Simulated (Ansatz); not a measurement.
`CO[SiH](F)[SiH3]` + H₂Se → `CO[SiH](F)[SeH]` + SiH₄ at 500 K and 1 bar (cleavage of the Si–Si bond).

Isolated molecules relaxed with PBE0-D4/def2-TZVP in Ansatz; ΔE leaves out vibrations. CBS: MP2 limit from def2 TZ/QZ plus the TZ coupled-cluster correction, frozen cores. This one scheme is used for every species. For Se outer-core shells are correlated without core-valence functions, which leaves a few kJ/mol of doubt a bond. Scalar relativity is left out up to krypton. One conformer a species, not always the lowest.

```
           species  CCSD(T)/CBS energy (Eh)  H − E (kJ/mol)  S (J/(mol·K))
`CO[SiH](F)[SiH3]`               -795.47815           262.6          456.6
              H₂Se              -2401.89790            53.1          237.8
 `CO[SiH](F)[SeH]`              -2905.94213           214.4          441.3
              SiH₄               -291.46306           102.4          230.9
```

H − E and S are ideal-gas, rigid-rotor, harmonic terms from PBE0-D4/def2-TZVP, for one conformer and one mirror image of each species. 1 Eh = 2625.50 kJ/mol, R = 8.31446 J/(mol·K).

Question: By hand: ΔE, ΔH, ΔS and ΔG.

Answer: ΔE = (-2905.94213) + (-291.46306) − (-795.47815) − (-2401.89790) = -0.02914 Eh = -76.5 kJ/mol. Δ(H − E) = 214.4 + 102.4 − 262.6 − 53.1 = 1.1, so ΔH = -75.4 kJ/mol. ΔS = 441.3 + 230.9 − 456.6 − 237.8 = -22.2 J/(mol·K). ΔG = -75.4 − 500 × (-22.2)/1000 = -64.3 kJ/mol.

Question: By hand: the equilibrium constant, and the temperature at which ΔG would vanish if ΔH and ΔS stayed fixed.

Answer: log₁₀ K = −ΔG/(RT ln 10) = 6.7. ΔG = 0 at ΔH/ΔS = 3396 K, far beyond where these terms or the molecules hold.

ΔH outweighs TΔS. A doubt of 5 kJ/mol in ΔE shifts log₁₀ K by 0.5 here. Other conformers and mirror images would add mixing entropy, several J/(mol·K) or more a flexible species. These are equilibria of isolated gas molecules and say nothing of rates. Largest T1 diagnostic: 0.012 (customary marks: 0.02 for closed shells, 0.045 for open ones).
